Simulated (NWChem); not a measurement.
# C₂H₂ClF₃; SMILES [C@@H](C(F)F)(F)Cl

```xyz
8

F     -0.2311    -2.0343     0.6149
C      0.4573    -0.9094     0.2630
F      0.9181    -1.0597    -1.0016
C     -0.5078     0.2824     0.3425
F     -1.4900     0.1438    -0.5832
Cl     0.4039     1.8051     0.0785
H      1.3160    -0.7720     0.9599
H     -0.9563     0.3395     1.3570
```
Atoms are numbered in this order, from 1.

Program: NWChem. Pople sets run with spherical d functions. Coordinates come from a PBE-D3(BJ)/def2-SVP optimisation. Level: M06-2X/6-31G* with COSMO at NWChem's default radii, gas-phase geometry; rows give the dielectric constant.

| dielectric constant | electrostatic solvation energy (kcal/mol) | dipole in solution (D) |
|---|---|---|
| 1.5 | ? | ? |
| 3.9 | -3.4 | 2.66 |
| 25.0 | -4.6 | 2.83 |
| 46.7 | -4.7 | 2.84 |
| 78.4 | -4.7 | 2.85 |

Fill in the missing entries.


- 1.5, electrostatic solvation energy (kcal/mol): -1.4
- 1.5, dipole in solution (D): 2.40
